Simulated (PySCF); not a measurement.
## Identify the compound

The spectra below were simulated for a compound C₆H₁₇AlS.

¹H NMR (300 MHz, computed): δ 4.01 (br, 2H), 2.12 (s, 6H), 0.90 (s, 9H).

¹³C{¹H} NMR (computed): δ 30.3 (CH3, 3C), 24.2 (CH3, 2C), 13.9 (C).

- GIAO PBE0/pcSseg-1 shieldings
- coordinates at the PBE0-D3(BJ)/def2-SVP level
- run in PySCF
- fast rotation and ring inversion assumed for equivalent nuclei, no relativistic terms, single conformer, no solvent

Chemical shifts δ = σref − σ; ¹H (σ = 31.27 ppm) and ¹³C (σ = 184.41 ppm) against TMS, all at this level.

Q: Propose a structure and justify it.

A: 
3 carbon signals for 6 carbons: some carbons are equivalent by symmetry or fast rotation. Carbon types of the structure: 1 × C, 5 × CH3, leaving 2 H on heteroatoms. δC 30.3: methyl carbon; saturated and bonded to C and H only. δC 24.2: methyl carbon bonded to S. δC 13.9: fully substituted sp3 carbon bonded to Al. δH 4.01: hydrogen on an aluminium bonded to C, S. δH 2.12: hydrogen on a methyl carbon bonded to S. δH 0.90: hydrogen on a methyl carbon.

The compound is SMILES C[S+](C)[AlH2-][C](C)(C)C.

The shifts were computed for this structure.

Hydrides on Al or Ga are broadened by the quadrupolar metal nucleus. Shifts are as computed. Against solution values, carbons near 30 ppm lie about +2 ppm off and those near 130 ppm about +5 ppm. Of 1313 compounds with measured shifts, 239 miss one by over three times the rms of a fit or turn the order of signals round; such compounds aren't used in these exercises. Multiplicities follow the n + 1 count of equivalent neighbours, as no J values were calculated; m marks all less simple cases, F and P coupling included.
